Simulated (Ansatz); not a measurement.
Species: AlNOH4, charge 0, singlet. AlNOH4 (SMILES [OH][AlH][NH2]).
B3LYP-D3(BJ)/def2-TZVP minimum from Ansatz (a quantum-chemistry and plane-wave program):
```xyz
7

Al    -0.1754    -0.4321    -0.0546
H     -0.8297    -1.8442    -0.2802
O      1.2938    -0.2274     0.7792
H      1.8010    -0.9472     1.1542
N     -0.9482     1.0310    -0.6664
H     -0.5859     1.9652    -0.5583
H     -1.8178     1.0457    -1.1749
```
Charge 0, spin multiplicity 1.

Total energies in hartree (Ansatz). Radicals and triplets start from unrestricted determinants; spin-orbit coupling is neglected. Cores are frozen in correlated methods. No relativity. For partners of very few electrons the exact lower level stands in for a higher one.

| species | HF/cc-pV(T+d)Z | CCSD(T)/cc-pV(T+d)Z | HF/cc-pV(Q+d)Z | CCSD(T)/cc-pV(Q+d)Z | CCSD(T)/cc-pV(D+d)Z | CCSDT(Q)/cc-pV(D+d)Z |
|---|---|---|---|---|---|---|
| 1: AlNOH4 (SMILES [NH2][AlH][OH]) | -373.72179 | -374.30303 | -373.73660 | -374.35588 | -374.12268 | -374.12450 |
| 2: Al (doublet) | -241.87908 | -241.93131 | -241.88044 | -241.93374 | -241.92191 | -241.92229 |
| 3: H (doublet) | -0.49981 | -0.49981 | -0.49995 | -0.49995 | -0.49928 | -0.49928 |
| 4: O (triplet) | -74.81176 | -74.97396 | -74.81729 | -74.99357 | -74.90995 | -74.91013 |
| 5: N (quartet) | -54.40069 | -54.51471 | -54.40372 | -54.52482 | -54.47850 | -54.47866 |

**Question.** Work out the atomisation energy (electronic, to ground-state atoms) in kJ/mol: take Hartree-Fock from cc-pV(Q+d)Z, extrapolate the CCSD(T) correlation energy as X^-3 (X = 3, 4), and add CCSDT(Q) - CCSD(T) in cc-pV(D+d)Z. 1 hartree = 2625.5 kJ/mol.

**Answer.** 
Species 1: correlation (64·(-0.61928) - 27·(-0.58124))/37 = -0.64704; step -0.00182; E1 = -373.73660 + (-0.64704) + (-0.00182) = -374.38546
Species 2: correlation (64·(-0.05330) - 27·(-0.05223))/37 = -0.05408; step -0.00038; E2 = -241.88044 + (-0.05408) + (-0.00038) = -241.93490
Species 3: correlation (64·(0.00000) - 27·(0.00000))/37 = 0.00000; step +0.00000; E3 = -0.49995 + (0.00000) + (+0.00000) = -0.49995
Species 4: correlation (64·(-0.17628) - 27·(-0.16220))/37 = -0.18655; step -0.00018; E4 = -74.81729 + (-0.18655) + (-0.00018) = -75.00402
Species 5: correlation (64·(-0.12110) - 27·(-0.11402))/37 = -0.12627; step -0.00016; E5 = -54.40372 + (-0.12627) + (-0.00016) = -54.53015
-1·E1 +1·E2 +4·E3 +1·E4 +1·E5 = 0.91659 hartree = 2406.5 kJ/mol.
